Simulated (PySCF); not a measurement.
Species: C7H17NSi.
SMILES with atom numbers: `[CH3:1][C:2]([CH3:3])([CH3:4])[Si@@H:5]1[CH2:6][CH2:7][CH2:8][NH:9]1`

NICS is the negative of the GIAO shielding at a point without a nucleus: at the ring centre (0) and 1 Å above and below it (1); zz is the component along the ring normal. Level: GIAO PBE0/pcSseg-1 (PySCF, non-relativistic, gas phase) on the GFN2-xTB geometry, one conformer.

Ring bond lengths (Å), with Mayer bond orders in brackets: Si5–C6 1.903 (0.89), C6–C7 1.527 (1.04), C7–C8 1.525 (1.04), C8–N9 1.449 (0.98), N9–Si5 1.721 (0.96).

**Question.** Give the NICS values of each ring in ppm.

**Answer.** 
```
           ring                                                    type  NICS(0)  NICS(1), two faces  NICS(1)zz, two faces  rms pucker (Å)  centre to ring atoms, mean (Å)
Si5–C6–C7–C8–N9  5-membered ring with N and Si; formal bonds all single     -6.5         -3.0 / -4.0           -3.7 / -3.4            0.18                            1.36
```

**Question.** What can be read from them?

**Answer.** 
- Si5–C6–C7–C8–N9: mean NICS(1)zz -3.5 ppm, shielded. Si5, C6, C7, C8 have four or more neighbours, and the NICS criterion for π rings isn't applied.

**Question.** What is the mean of the two in-plane components of NICS at the second NICS(1) probe listed for ring Si5–C6–C7–C8–N9, 1 Å off the ring?

**Answer.** The isotropic value is a third of the trace: (3 × -4.0 − (-3.4))/2 = -4.3 ppm.

**Question.** Give the inner angles of the rings and the Hirshfeld charges of the ring atoms.

**Answer.** 
- Si5–C6–C7–C8–N9: Si5 92.6° (+0.383 e), C6 103.6° (-0.164 e), C7 107.7° (-0.071 e), C8 105.9° (-0.027 e), N9 112.5° (-0.243 e); sum 522.3° against 540° for a flat convex ring.

**Question.** What are the shieldings of the ring atoms and their hydrogens in the same run (means over atoms taken as equivalent)?

**Answer.** 
| atoms | environment | σ isotropic (ppm) |
| --- | --- | --- |
| Si5 | SiH silicon | 346.2 |
| C6 | sp3 carbon bound to silicon | 177.2 |
| C7 | ring CH2 carbon | 158.0 |
| C8 | sp3 carbon bound to nitrogen | 136.7 |
| N9 | silicon-bound nitrogen | 233.0 |
| H on Si5 | Si–H hydrogen | 27.00 |
| H on C6 | methylene hydrogen | 30.81 |
| H on C6 | methylene hydrogen | 31.03 |
| H on C7 | methylene hydrogen | 30.12 |
| H on C7 | methylene hydrogen | 29.79 |
| H on C8 | methylene hydrogen | 28.36 |
| H on C8 | methylene hydrogen | 28.71 |
| H on N9 | N–H hydrogen | 31.21 |

Time: 1.8 min wall; peak memory 1.1 GiB. Hardware: Arm Neoverse N1, one thread, no GPU (shared host). This is the whole shielding run at PBE0/pcSseg-1, SCF included.
